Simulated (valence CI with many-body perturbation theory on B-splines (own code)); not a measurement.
Questions on Pr XXXVIII

Calculated by valence CI with perturbative core correlation (CI+MBPT): four valence electrons over a frozen Dirac-Fock core [Ar], a basis of 7 s, 7 p, 8 d, 6 f, 4 g, 1 h functions for each j, with the one-electron correlation potential Σ1, the two-electron term Σ2, the three-electron term Σ3, Breit, model QED; selected CI, second order for the rest, scaled by the run's own slope (own B-spline code, finite nucleus).

The last digits are not significant, and no measured levels were compared; by estimate large intervals hold to a few tenths of a per cent, small ones and those within an open d or f shell to about a per cent. Only levels of the ground parity were solved; by the run's estimate the other parity begins above the list, which can be wrong where configurations are misplaced.

Levels are named by their leading jj configuration (3d3/2^4 stands for four electrons in 3d with j = 3/2), which in mixed levels can hold well under half, so a name can repeat and another be missing.

Rates and lifetimes use the calculated energies. Strong lines usually hold to 10 to 20 %, long lifetimes can be off by a factor of two.

Q: What is the ground level?

A: (3d3/2^4) J=0, composition 55 % 3d4 3P + 34 % 3d4 5D + 10 % 3d4 1S.

Q: What is the ionisation energy?

A: 2628.3 eV; NIST lists 2628 ± 4 eV (theoretical).

Q: How well does LS coupling describe the low levels?

A: Among the lowest 20 levels the leading LS term, summed over configurations, holds 50 % on average. For single configurations the figures are 50 % in LS and 86 % in jj coupling. Terms mix most in the J = 4 level at 218450 cm⁻¹, where the leading one holds 31 %.
